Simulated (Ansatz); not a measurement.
Total energies of GaH2(OH) (GaOH₃) from Ansatz at CCSD(T)/def2-TZVPD, gas phase (1 Eh = 27.2114 eV = 2625.5 kJ/mol). The reference geometry is relaxed at r2SCAN-D4/def2-TZVP.

```xyz
5

Ga    0.5060   -0.0183    0.2225
H     1.0446    0.5228    1.5690
H     1.2597   -0.7835   -0.9060
O    -1.2357    0.3074   -0.0247
H    -1.5746   -0.0283   -0.8608
```

```json
{"state": "charge 0 singlet", "geometry": "reference", "energy (Eh)": "-2000.40917"}
{"state": "charge -1 doublet", "geometry": "reference", "energy (Eh)": "-2000.38900"}
{"state": "free Ga atom (doublet)", "geometry": "–", "energy (Eh)": "-1923.41315"}
{"state": "free H atom (doublet)", "geometry": "–", "energy (Eh)": "-0.49981"}
{"state": "free O atom (triplet)", "geometry": "–", "energy (Eh)": "-74.97828"}
```

Correlated methods freeze 10 core orbitals; core or outer-core shells of Ga are correlated, in sets that lack core-valence functions.

(1) Work out the vertical electron affinity, to the doublet.

(2) What is the binding energy per atom against free atoms?

(1) E(charge 0 singlet) − E(charge -1 doublet) = -2000.40917 − (-2000.38900) = -0.02017 Eh = -0.55 eV; negative, so the extra electron isn't bound.

(2) Atoms: 1 × (-1923.41315) + 3 × (-0.49981) + 1 × (-74.97828) = -1999.89086 Eh. Binding: -1999.89086 − (-2000.40917) = 0.51831 Eh = 14.10 eV, or 2.82 eV for each of 5 atoms (no zero-point energy, no counterpoise term).

At CCSD(T)/def2-TZVPD the highest occupied level of the charge -1 doublet lies above zero (up to 0.68 eV). By energy differences it is unbound by 0.55 eV (vertical, to the charge 0 singlet, at CCSD(T)/def2-TZVPD) and held by the finite basis.
